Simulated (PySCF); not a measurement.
C₂HBrClF, SMILES F/C(Br)=C\Cl. Heavy atoms are numbered as in [F:1]/[C:2]([Br:3])=[CH:4]\[Cl:5]. Hydrogens are named by the atom that carries them.

Geometry: ωB97X-D3(BJ)/def2-SVP.

The numbers are results of PySCF with PBE/def2-TZVP, not measurements.

ESP charges are fitted to the potential on shells at 1.4 to 2.0 van der Waals radii. Atomic charges (e), one atom of each kind:

```csv
atom,IAO,Löwdin,ESP fit
F1,-0.21,0.25,-0.06
C2,0.18,-0.66,0.14
Br3,0.07,0.39,-0.01
C4 (CH),-0.25,-0.53,-0.26
Cl5,0.02,0.40,0.00
H on C4,0.19,0.14,0.19
```

Computed Mayer and Wiberg (Löwdin basis) orders of the bonds:
```csv
bond,Mayer,Wiberg
F1–C2,1.15,1.83
C2–Br3,1.15,1.68
C2–C4,1.78,2.05
C4–Cl5,1.14,1.77
```
